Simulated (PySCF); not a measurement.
C₂H₄NO, SMILES CC([NH])=O (connectivity only; charge and spin as stated), charge -1, multiplicity 1.

Geometry: PBE-D3(BJ)/def2-SVPD. The spin state was assumed, not searched. The isomer is the one that the SMILES or the coordinates give; other isomers of the formula were not compared. One conformer was computed; it need not be the lowest.

Calculation: PBE-D3(BJ)/def2-SVPD run with PySCF.

No scaling factor is applied to the harmonic values.

Computed harmonic wavenumbers and intensities:
```json
[
 {"mode": "1", "ν (cm⁻¹)": "120", "IR (km/mol)": "0.1", "moving atoms (share of kinetic energy)": "H 93 %"},
 {"mode": "2", "ν (cm⁻¹)": "416", "IR (km/mol)": "5.3", "moving atoms (share of kinetic energy)": "H 32 %, C 24 %, O 24 %, N 21 %"},
 {"mode": "3", "ν (cm⁻¹)": "536", "IR (km/mol)": "3.8", "moving atoms (share of kinetic energy)": "H 51 %, C 42 %"},
 {"mode": "4", "ν (cm⁻¹)": "563", "IR (km/mol)": "28.9", "moving atoms (share of kinetic energy)": "O 31 %, C 29 %, H 21 %, N 20 %"},
 {"mode": "5", "ν (cm⁻¹)": "809", "IR (km/mol)": "52.8", "moving atoms (share of kinetic energy)": "H 70 %, N 15 %, C 12 %"},
 {"mode": "6", "ν (cm⁻¹)": "830", "IR (km/mol)": "21.1", "moving atoms (share of kinetic energy)": "C 47 %, H 28 %, O 13 %, N 13 %"},
 {"mode": "7", "ν (cm⁻¹)": "949", "IR (km/mol)": "9.7", "moving atoms (share of kinetic energy)": "H 64 %, C 25 %, N 8 %"},
 {"mode": "8", "ν (cm⁻¹)": "991", "IR (km/mol)": "0.2", "moving atoms (share of kinetic energy)": "H 55 %, C 44 %"},
 {"mode": "9", "ν (cm⁻¹)": "1155", "IR (km/mol)": "49.7", "moving atoms (share of kinetic energy)": "H 49 %, N 28 %, O 20 %"},
 {"mode": "10", "ν (cm⁻¹)": "1249", "IR (km/mol)": "1.5", "moving atoms (share of kinetic energy)": "H 76 %, C 21 %"},
 {"mode": "11", "ν (cm⁻¹)": "1354", "IR (km/mol)": "88.8", "moving atoms (share of kinetic energy)": "C 48 %, H 35 %, N 11 %"},
 {"mode": "12", "ν (cm⁻¹)": "1388", "IR (km/mol)": "50.3", "moving atoms (share of kinetic energy)": "H 80 %, C 15 %"},
 {"mode": "13", "ν (cm⁻¹)": "1395", "IR (km/mol)": "3.4", "moving atoms (share of kinetic energy)": "H 96 %"},
 {"mode": "14", "ν (cm⁻¹)": "1582", "IR (km/mol)": "526.8", "moving atoms (share of kinetic energy)": "C 69 %, N 14 %, O 14 %"},
 {"mode": "15", "ν (cm⁻¹)": "2936", "IR (km/mol)": "68.7", "moving atoms (share of kinetic energy)": "H 97 %"},
 {"mode": "16", "ν (cm⁻¹)": "3013", "IR (km/mol)": "48.0", "moving atoms (share of kinetic energy)": "H 91 %, C 9 %"},
 {"mode": "17", "ν (cm⁻¹)": "3041", "IR (km/mol)": "54.5", "moving atoms (share of kinetic energy)": "H 91 %, C 9 %"},
 {"mode": "18", "ν (cm⁻¹)": "3321", "IR (km/mol)": "49.7", "moving atoms (share of kinetic energy)": "H 94 %"}
]
```
